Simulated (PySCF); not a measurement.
C₆ coefficients of unlike pairs at r2SCANh

Calculated with PySCF 2.14 from the dipole response of each species, C₆(A,B) = (3/π) ∫ α_A(iu) α_B(iu) du, in atomic units, from isotropic polarisabilities. For ions this is the dispersion term alone; charge-induced terms of lower order in 1/R come first.

```csv
species,configuration,basis,relativity,α (bohr³),C₆ (like pair)
Ru(3+),[Kr] 4d5 (6S),aug-cc-pVTZ-DK (9s8p6d3f2g),spin-free X2C,4.927,22.75
Al(2+),[Ne] 3s1 (2S),aug-cc-pVQZ-DK (7s6p4d3f2g),spin-free X2C,14.03,38.67
Te(2+),[Kr] 4d10 5s2 5p2 (3P),aug-cc-pVQZ-PP with ECP28MDF (7s7p5d3f2g),core potential,14.98,100.7
Hg,[Xe] 4f14 5d10 6s2 (1S),aug-cc-pVTZ-PP with ECP60MDF (6s6p5d3f2g),core potential,36.99,373.7
```

Problem. Estimate C₆ for Hg with Te(2+).

Solution. The integral gives 191.0. The combination rule 2 C_A C_B / (C_A α_B/α_A + C_B α_A/α_B) gives 188.1 and the geometric mean 194.0.

No spin-orbit coupling is included.

The other pairs:

| pair | C₆ |
| --- | --- |
| Te(2+), Ru(3+) | 45.15 |
| Hg, Al(2+) | 116.9 |
| Al(2+), Ru(3+) | 22.75 |
| Hg, Ru(3+) | 82.35 |
| Te(2+), Al(2+) | 57.53 |
